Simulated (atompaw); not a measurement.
# A failed generation for boron

Input:

```
B 5
LDA-PW scalarrelativistic loggrid 1500 logderivrange -3 5 201
2 2 0 0 0 0
2 1 0.5
0 0 0
c
v
v
1
3.00 2.70 2.75 2.75
y
-0.6
n
y
2.45
n
custom polynom2 7 10 vanderbiltortho besselshape
2 1 ultrasoft
1.15
2.10
3.00
3.00
PWSCFOUT
UPFDX 0.0125d0 UPFXMIN -7.d0 UPFZMESH 5.d0
END
```

```bash
atompaw < B.input > B.log
```

End of the output:

```
    rc_core =    2.7670093186578661
   Vloc: Non norm-conserving form with l= 2;e=   1.0000E+00
   Projector type: improved polynomial pseudization + Vanderbilt ortho.
   Bessel compensation charge shape zeroed at   2.7072E+00

 Number of basis functions     4
 No.   n  nodes  l      Energy         Cp coeff         Occ
  1    2    1    0   -0.1032835E+01 -0.2922824E+02  0.2000000E+01
  2  999    2    0   -0.6000000E+00 -0.6710424E+00  0.0000000E+00
  3    2    0    1   -0.6019656E+00 -0.5540817E+02  0.5000000E+00
  4  999    1    1    0.2450000E+01  0.9542867E+00  0.0000000E+00

 Eigenvalues of overlap operator (in the basis of projectors):
    1       -2.93924181E-02
    2        1.81746765E-01
    3        8.20093334E+01
    4        2.53314812E+06

The overlap operator has at least one negative eigenvalue!
It might be not positive definite...
Program is stopping.
This probably means that your projectors are too similar
or that your PAW basis is incomplete.
Advice: try to change your input parameters (f.i. : reference energies).
```

**Question.** Why did it fail, and what change makes it run?

**Answer.** The run stopped because the overlap operator built from these waves and projectors is not positive definite. A run that differs only in the following succeeds: wave 2s channel at -0.6 Ry: rc 2.10 bohr becomes 2s channel at -0.6 Ry: rc 1.15 bohr. Other answers can fit too; this one was computed.
